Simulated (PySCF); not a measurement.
PySCF input for C3H2, SMILES [C][C][CH2] (connectivity only; charge and spin as stated), neutral, multiplicity 1, SMD-M06-2X/def2-SVP. Geometry: PBE0-D3(BJ)/def2-TZVP.

```python
import numpy as np
from pyscf import gto, scf, dft
from pyscf.solvent import smd

mol = gto.M(
    atom='''
    C    -0.00000000   -0.00000000   -1.11899036
    C     0.00000000    0.00000000    0.20004916
    H    -0.00000000    0.92757854   -1.68814898
    H    -0.00000000   -0.92757854   -1.68814898
    C    -0.00000000    0.00000000    1.48165752
    ''',
    basis='def2-SVP',
    charge=0,
    spin=0,
    max_memory=1600,
    verbose=3,
)
mf = dft.RKS(mol, xc='m06-2x').density_fit(auxbasis='def2-universal-jkfit')
mf.grids.level = 4
mf.conv_tol = 1e-9
mf.max_cycle = 100
mf.kernel()
res = {}
for name in ['water', 'acetone', 'benzene']:
    s = mf.SMD()
    s.with_solvent.solvent, s.with_solvent.sasa_ng = name, 302
    s.kernel(mf.make_rdm1())
    res[name] = (s.e_tot, s.with_solvent.get_cds(), s.dip_moment(), s.mo_energy, s.converged)
    print(f'SMD {name}: dG(solv) = {(s.e_tot - mf.e_tot) * 627.509474:.3f} kcal/mol, of which CDS {res[name][1] * 627.509474:.3f}')
```

Log of the run:

```
converged SCF energy = -115.184155949217
converged SCF energy = -115.190576159688
Dipole moment(X, Y, Z, Debye): -0.00000,  0.00000, -6.26450
SMD water: dG(solv) = -4.029 kcal/mol, of which CDS 4.914
converged SCF energy = -115.19437204456
Dipole moment(X, Y, Z, Debye):  0.00000, -0.00000, -6.12635
SMD acetone: dG(solv) = -6.411 kcal/mol, of which CDS 1.962
converged SCF energy = -115.188922207658
Dipole moment(X, Y, Z, Debye): -0.00000,  0.00000, -5.03746
SMD benzene: dG(solv) = -2.991 kcal/mol, of which CDS 0.784
```

The run converged.
